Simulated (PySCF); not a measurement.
Calculation: B3LYP-D3(BJ)/def2-TZVP // TPSS-D3(BJ)/def2-SVP (PySCF). Isolated molecules, 0 K electronic values unless said otherwise. B3LYP has the VWN-RPA correlation part, as in Gaussian. 

Reference species: [Zn(Cl)2] (neutral, multiplicity 1).

The HOMO–LUMO gap comes out as 6.74 eV and the charge on the central atom (Mulliken) is 0.60 e.

Changed species: [Zn(Cl)(CH3)] (1 of 2 Cl replaced by CH3; the reference has 0 of 2 Cl replaced by CH3).

Problem. Give the shifts of the HOMO–LUMO gap and charge on the central atom (Mulliken).

Solution. the HOMO–LUMO gap increases by 0.75 eV, to 7.49 eV; the charge on the central atom (Mulliken) falls by 0.15 e, to 0.45 e.
